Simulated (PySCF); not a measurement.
**Electron correlation in I+ (iodine, charge +1)**

[Kr] 4d10 5s2 5p3 6s1, high-spin 5S determinant (an excited configuration). All numbers are calculated (PySCF 2.14, scalar relativity through the core potential, in aug-cc-pwCVTZ-PP with ECP28MDF (8s7p6d4f1g, 96 functions)). Frozen: 4s2 4p6 4d10; 6 electrons correlated.

MP2 pair energies summed by pair of shells (mhartree):

| pair | energy | share (%) |
| --- | --- | --- |
| 5s-5p | -45.71 | 54.6 |
| 5p-5p | -14.68 | 17.5 |
| 5p-6s | -9.32 | 11.1 |
| 5s-5s | -8.05 | 9.6 |
| 5s-6s | -5.95 | 7.1 |

Total MP2 correlation energy: -83.72 mhartree.

Same-spin part -27.26 and opposite-spin part -56.46 mhartree; SCS-MP2 scales them by 1/3 and 6/5 to -76.84 mhartree.
